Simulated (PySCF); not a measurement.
**Potential energy of BaI along the bond**

Set-up: Ba x2c-TZVPall, I x2c-TZVPall; spin-free X2C with a Gaussian nucleus (PySCF 2.14). Energies in eV from Ba + I in their ground configurations at the same level. State: ²Σ⁺ (doublet), unpaired electrons σ ↑.

All columns are PBE0. A positive dipole means Ba(−)I(+).

```tsv
R (Å)	E (eV)	μ (D)	Mulliken charge on Ba (basis-dependent)	HOMO (eV)	LUMO (eV)	Mayer bond order	⟨S²⟩
2.662	-2.898	-3.96	0.45	-3.44	-1.65	1.10	0.75
2.785	-3.361	-4.33	0.49	-3.53	-1.73	1.02	0.75
2.909	-3.607	-4.77	0.51	-3.64	-1.83	0.96	0.75
3.002	-3.690	-5.15	0.52	-3.71	-1.90	0.93	0.75
3.095	-3.710	-5.55	0.53	-3.79	-1.97	0.90	0.75
3.188	-3.683	-5.99	0.54	-3.87	-2.04	0.88	0.75
3.312	-3.594	-6.61	0.54	-3.97	-2.14	0.86	0.75
3.466	-3.430	-7.42	0.55	-4.09	-2.26	0.84	0.75
3.652	-3.190	-8.42	0.56	-4.23	-2.40	0.81	0.75
3.900	-2.844	-9.80	0.58	-4.41	-2.59	0.77	0.75
```

A fit through these points gives, at Re = 3.083 Å, μ = -5.50 D and dμ/dR = -4.52 D/Å; the reduced mass is 66.09 u.

Task: How strong is the fundamental in the double-harmonic approximation, I = 42.26·(dμ/dR)²/μred km/mol?

Result: I = 42.26·(-4.52)²/66.09 = 13.1 km/mol at PBE0.

Spin–orbit coupling is left out, which matters for elements this heavy, above all for dissociation energies. The state was picked by a PBE0 search and need not be the measured ground state.
